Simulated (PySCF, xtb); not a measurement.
thionyl fluoride (F₂OS), SMILES O=S(F)F.

Harmonic wavenumbers (cm⁻¹) from xtb with GFN2-xTB at its own minimum, in rising order: 252, 322, 411, 616, 694, 1305.

### Question
What does PBE-D3(BJ)/def2-TZVP (PySCF 2.14.0) give at its own minimum? (The exact figures need the calculation; the answer reports its results.)

### Answer
331, 362, 480, 684, 750, 1288. Paired by order, the mean absolute difference is 55 cm⁻¹ and the zero-point energies are 5.1 and 5.6 kcal/mol.
